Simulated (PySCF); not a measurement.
## Magnetisability: `CSc1nnc(C)n1C`, C5H9N3S

Cartesian coordinates in Å; atom numbers follow the order of the lines, from 1:
```xyz
18

C     3.4408   -0.1596   -0.4674
S     2.1564   -0.7435    0.6657
C     0.7887   -0.0141   -0.1175
N     0.8234    0.7324   -1.1863
N    -0.4416    1.0972   -1.4612
C    -1.2286    0.5748   -0.5675
C    -2.6982    0.7201   -0.4943
N    -0.4938   -0.1564    0.3329
C    -0.9628   -0.8966    1.4670
H     3.2788   -0.6103   -1.4410
H     4.3923   -0.4685   -0.0466
H     3.3745    0.9205   -0.5399
H    -3.1816   -0.2527   -0.5774
H    -3.0246    1.3550   -1.3116
H    -2.9911    1.1713    0.4535
H    -0.1047   -1.2588    2.0308
H    -1.5644   -1.7487    1.1425
H    -1.5722   -0.2558    2.1068
```

Computed with GIAO B97-2/pcSseg-1 magnetisability, rotational g tensor and spin-rotation constants, non-relativistic, gas phase in PySCF. Geometry: GFN2-xTB.

Problem. How diamagnetic is it, and how anisotropic?

Solution. Isotropic -1514 × 10⁻³⁰ J/T², or -91.2 × 10⁻⁶ cm³/mol; principal values -1918, -1363, -1262 × 10⁻³⁰ J/T², anisotropy 612 × 10⁻³⁰ J/T² (root of half the summed squared differences of the principal values). The susceptibility is in cgs units.

Problem. Split it along the inertial axes a, b, c into diamagnetic and paramagnetic parts about the centre of mass, with the quadrupole moment.

Solution. 
```csv
axis,χ (10⁻⁶ cm³/mol),diamagnetic (10⁻⁶ cm³/mol),paramagnetic (10⁻⁶ cm³/mol),summed x² of all electrons (Å²),quadrupole Θ (D Å)
a,-78.3,-524.9,446.6,297.8,+13.98
b,-79.8,-1338.2,1258.4,106.1,-9.55
c,-115.5,-1713.5,1597.9,17.6,-4.43
```
Anisotropies 2χaa − χbb − χcc = +38.7 and 2χbb − χaa − χcc = +34.2 × 10⁻⁶ cm³/mol. Θ is traceless in Buckingham's convention.

Problem. And the rotational g tensor?

Solution. 
| axis | rotational constant (GHz) | g | nuclear part | electronic part |
| --- | --- | --- | --- | --- |
| a | 3.0263 | -0.0487 | 0.5862 | -0.6350 |
| b | 0.9983 | -0.0089 | 0.5813 | -0.5902 |
| c | 0.7614 | +0.0049 | 0.5766 | -0.5716 |

Asymmetric top; isotopes 12C, 1H, 14N, 32S; no vibrational averaging.
